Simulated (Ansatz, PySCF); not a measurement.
Reaction (SMILES): FB(F)B(F)F -> F atom + F[B]B(F)F (the B-F bond at the site shown breaks; other sites are not compared here)
Structures are relaxed separately at B3LYP-D3(BJ)/def2-TZVP in Ansatz (a first-principles code), one conformer each, not searched for the lowest. Frequencies are from Ansatz or PySCF.
Geometry of the first species:
SMILES: FB(F)B(F)F
```xyz
6

F     -1.5495    -0.8754     0.7120
B     -0.8563    -0.0458    -0.0490
F     -1.5426     0.7102    -0.8889
B      0.8563     0.0458     0.0490
F      1.6339    -0.7156    -0.7017
F      1.4582     0.8808     0.8786
```
Charge 0, spin multiplicity 1.

Quantity: bond dissociation energy (0 K, with B3LYP-D3(BJ) harmonic zero-point energies), in kJ/mol. Cores are frozen in the correlated levels unless marked. UHF or UKS for open shells. No spin-orbit coupling. Non-relativistic. CBS marks a two-point X^-3 extrapolation of the correlation energy; Hartree-Fock from the larger set. The bracket is a focal-point correction in the basis named.

RI-MP2/CBS(cc-pVTZ,cc-pVQZ)+[CCSD(T)-MP2]/cc-pVTZ (Ansatz) gives 704.5 kJ/mol.

Problem. Another calculation gave 673.3 kJ/mol. Which level was it?
(A) B3LYP/def2-TZVPD (Ansatz)
(B) HF/def2-TZVPD (PySCF)
(C) revPBE/def2-TZVPD (Ansatz)
(D) CAM-B3LYP/def2-TZVPD (Ansatz)

Solution. A, B3LYP/def2-TZVPD (Ansatz). The others give 657.2 (revPBE), 688.7 (CAM-B3LYP), 531.9 (HF) kJ/mol.
